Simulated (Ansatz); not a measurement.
In₇As₇H₂₀, relaxed as a singlet with RKS PBE-D4/def2-SVP in Ansatz, starting from the GFN2-xTB geometry. Force threshold 0.03 eV/Å.

In the def2 sets In takes a core potential; there is no spin–orbit coupling. Single mean-field runs in def2-SVP are fitted with def2-universal-jkfit.

Start:

```csv
atom,x (Å),y (Å),z (Å)
In1,-3.6187,-2.1099,0.5844
In2,3.0143,1.3158,-3.3426
In3,-0.9085,-1.7114,-1.4313
In4,-1.2873,2.8182,-0.8188
In5,-0.8407,0.5261,4.3165
In6,0.5937,0.1219,1.1337
In7,0.0113,-2.7210,3.6287
As8,0.1968,3.0533,-3.0086
As9,-2.9288,-0.0659,-0.9168
As10,-2.2201,-1.3646,3.2105
As11,1.1712,-0.6792,-3.0730
As12,4.4419,2.2387,-1.3667
As13,0.5106,-2.5224,0.7788
As14,-0.8704,2.2594,1.7908
H15,-2.4704,-3.5429,0.6704
H16,-5.1593,-2.5142,1.3458
H17,3.0868,1.5641,-5.1435
H18,-1.3473,-2.8883,-2.6750
H19,-2.9338,3.5923,-1.1014
H20,-1.4971,1.6996,5.4739
H21,0.9717,0.7475,4.0778
H22,1.9991,0.8708,0.0166
H23,0.0148,-4.4690,3.9652
H24,1.4647,-1.9248,4.2658
H25,-1.0731,3.2247,-3.8277
H26,0.2148,4.5551,-2.8101
H27,-3.7132,-0.7025,-2.0869
H28,-2.8784,-1.8083,4.5065
H29,1.2252,-1.4005,-4.4016
H30,2.1750,-1.6794,-2.5525
H31,4.6008,0.7847,-0.9981
H32,5.6617,2.0625,-2.2581
H33,1.9465,-2.3689,0.2308
H34,0.4461,3.0388,1.8167
```

```tsv
step	energy (eV)	largest force component (eV/Å)	SCF passes
1	-462319.3521	1.316	20
2	-462320.3513	1.014	24
3	-462321.0835	0.422	25
4	-462321.5104	0.389	24
5	-462321.7590	0.302	20
6	-462321.9302	0.232	19
7	-462322.0274	0.218	19
8	-462322.0940	0.108	19
9	-462322.1477	0.134	19
10	-462322.2078	0.136	19
11	-462322.2802	0.231	20
13	-462322.4493	0.204	20
15	-462322.5027	0.234	19
17	-462322.5746	0.051	18
19	-462322.6106	0.153	18
21	-462322.6283	0.180	19
23 (rejected)	-462322.6280	0.127	19
25	-462322.6479	0.037	18
27	-462322.6510	0.100	18
29	-462322.6546	0.145	18
31	-462322.6547	0.086	18
33	-462322.6601	0.094	19
35	-462322.6633	0.077	18
37	-462322.6656	0.144	18
39 (rejected)	-462322.6662	0.086	18
41	-462322.6698	0.032	18
43	-462322.6706	0.037	14
44	-462322.6708	0.012	19
```

Force components are those of the run's own axes.

End:

```xyz
34

In   -3.9283   -1.3412    1.1362
In    2.2180    1.8208   -3.4553
In   -0.0034   -2.1006   -1.2813
In   -1.8515    1.9648   -0.8264
In   -0.8507    0.9483    3.5207
In    1.9667    0.4773    1.9346
In   -0.0167   -3.2915    3.0090
As   -0.3484    2.6322   -2.9863
As   -2.2036   -0.6531   -0.8967
As   -1.9612   -1.3870    3.0071
As    1.4787   -0.7942   -3.1663
As    3.4031    2.4076   -1.1705
As    1.2996   -1.9135    1.0269
As   -0.0878    2.0349    1.1713
H    -4.4365   -2.9772    0.8480
H    -4.8880    0.0938    1.3647
H     2.6742    2.1717   -5.0977
H    -0.2565   -3.7244   -1.8603
H    -3.1969    3.0507   -0.6492
H    -1.1503    1.9570    4.8988
H     1.0336    0.3183    3.6495
H     3.5572    1.0826    2.2330
H    -0.6485   -4.7236    2.2553
H     0.9359   -3.1047    4.4510
H    -1.2113    2.3568   -4.2185
H    -0.4002    4.1559   -3.0987
H    -2.9686   -0.8546   -2.2079
H    -2.6985   -1.5877    4.3341
H     0.9239   -1.3024   -4.4997
H     2.7784   -1.5975   -3.2381
H     3.1512    0.9542   -0.7108
H     4.7807    2.0092   -1.7451
H     2.6534   -2.5624    0.7343
H     0.2522    3.4795    1.5344
```

Bonds formed: In2–As8, In4–As9, In6–H21 (atoms count from 1).

The force fell under the threshold at step 40, but the optimiser went on and released 0.002 eV more. No frequencies were taken in this run, so the end may be a saddle point.

Run time 4.7 min (2 threads of AMD EPYC 7R13 on a shared host and a share (18 GiB) of an NVIDIA H100 80GB HBM3), peak host memory 1.2 GiB.
